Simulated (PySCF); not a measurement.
**Electronic structure of Kr²⁺ (krypton, charge +2) at the UHF level**

Configuration: [Ar] 3d10 4s2 4p4, high-spin 3P determinant. All numbers are calculated (PySCF 2.14, scalar relativity through the core potential, in cc-pVDZ-PP with ECP10MDF (4s3p2d, 23 functions)).

* Total energy: -460.840966 hartree
* One-electron energy: -785.4611 hartree
* Hartree (Coulomb) energy: 355.9764 hartree
* Exchange energy: -31.3562 hartree
* ⟨S²⟩: 2.0055
* ⟨L²⟩: 2.017
* Sum of ⟨r⟩: 19.83 bohr
* Sum of ⟨r²⟩: 25.62 bohr²
* Traceless quadrupole moment −½Σ⟨3z² − r²⟩ along its main axis: -1.51 e·bohr²
* Time after the integrals: 0.06 s of wall time on 1 thread of Neoverse-V1 (shared host)

```json
{"shell": "3s α", "electrons": "1", "mean orbital energy (eV)": "-319.74", "spread (eV)": "0", "rms radius, mean of both spins (bohr)": "0.567"}
{"shell": "3s β", "electrons": "1", "mean orbital energy (eV)": "-319.00", "spread (eV)": "0", "rms radius, mean of both spins (bohr)": "0.567"}
{"shell": "3p α", "electrons": "3", "mean orbital energy (eV)": "-256.58", "spread (eV)": "0.941", "rms radius, mean of both spins (bohr)": "0.583"}
{"shell": "3p β", "electrons": "3", "mean orbital energy (eV)": "-255.75", "spread (eV)": "0.015", "rms radius, mean of both spins (bohr)": "0.583"}
{"shell": "3d α", "electrons": "5", "mean orbital energy (eV)": "-127.69", "spread (eV)": "0.876", "rms radius, mean of both spins (bohr)": "0.604"}
{"shell": "3d β", "electrons": "5", "mean orbital energy (eV)": "-127.15", "spread (eV)": "0.431", "rms radius, mean of both spins (bohr)": "0.604"}
{"shell": "4s α", "electrons": "1", "mean orbital energy (eV)": "-57.514", "spread (eV)": "0", "rms radius, mean of both spins (bohr)": "1.62"}
{"shell": "4s β", "electrons": "1", "mean orbital energy (eV)": "-50.649", "spread (eV)": "0", "rms radius, mean of both spins (bohr)": "1.62"}
{"shell": "4p α", "electrons": "3", "mean orbital energy (eV)": "-37.882", "spread (eV)": "2.154", "rms radius, mean of both spins (bohr)": "1.87"}
{"shell": "4p β", "electrons": "1", "mean orbital energy (eV)": "-34.969", "spread (eV)": "0", "rms radius, mean of both spins (bohr)": "1.87"}
```

Energies and moments cover only the electrons outside the core potential.
